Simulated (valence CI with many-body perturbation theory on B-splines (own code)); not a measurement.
## Br III in brief

Calculated by configuration interaction combined with many-body perturbation theory (CI+MBPT): five valence electrons over a frozen Dirac-Fock core [Ar] 3d10, radial functions for each j: 9 s, 9 p, 8 d, 6 f, 3 g, 1 h, with the one-electron correlation potential Σ1, the two-electron term Σ2, the three-electron term Σ3, Breit, model QED; selected CI, second order for the rest, scaled by the run's own slope (own B-spline code, finite nucleus).

Against 6 measured levels this calculation errs by 308 cm⁻¹ on average and by 925 at most. These come from a selection out of Moore, Atomic Energy Levels, vol. II, NSRDS-NBS 35 (1971 reprint of NBS Circular 467, 1952), an old analysis. Levels without a partner in it may be off by more. Among the levels kept, up to 2700 cm⁻¹ of a level comes from second order outside the variational space, and about a tenth of that is noise between levels of different J, which matters for small intervals. 4 measured levels below the end of the list, from 141997 cm⁻¹ on, found no clear computed partner.

Rates and lifetimes use the calculated energies. Strong lines usually hold to 10 to 20 %, long lifetimes can be off by a factor of two.

**Question.** What is the ground level?

**Answer.** 4s2 4p3 4S°_3/2, composition 95 % 4s2 4p3 4S° + 1 % 4s2 4p3 2P°, g = 1.992.

**Question.** What is the ionisation energy?

**Answer.** 34.831 eV; NIST lists 34.871 ± 0.019 eV (measured).

**Question.** Name the longest-lived excited levels whose lifetime is computed, and their main decay.

**Answer.** 4s2 4p3 2D°_5/2 at 2.030 eV lives 17.2 s, mostly by M1 to 4s2 4p3 4S°_3/2; 4s2 4p3 2D°_3/2 at 1.900 eV lives 1.00 s, mostly by M1 to 4s2 4p3 4S°_3/2; 4s2 4p2 4d 4F_9/2 at 17.833 eV lives 358 ms, mostly by E2 to 4s 4p4 4P_5/2.

**Question.** Among levels below 20.780 eV, which E1 lines absorb most strongly from the ground level?

**Answer.** to 4s2 4p2 4d 4P_5/2 at 61.51 nm, f = 1.25; to 4s2 4p2 4d 4P_3/2 at 61.11 nm, f = 1.01; to 4s2 4p2 4d 4P_1/2 at 60.87 nm, f = 0.526.

**Question.** What are the static dipole polarisabilities of the lowest levels?

**Answer.** 4s2 4p3 4S°_3/2 8.14; 4s2 4p3 2D°_3/2 8.28; 4s2 4p3 2D°_5/2 8.33; 4s2 4p3 2P°_1/2 8.43 bohr³, of which the core gives 0.266.
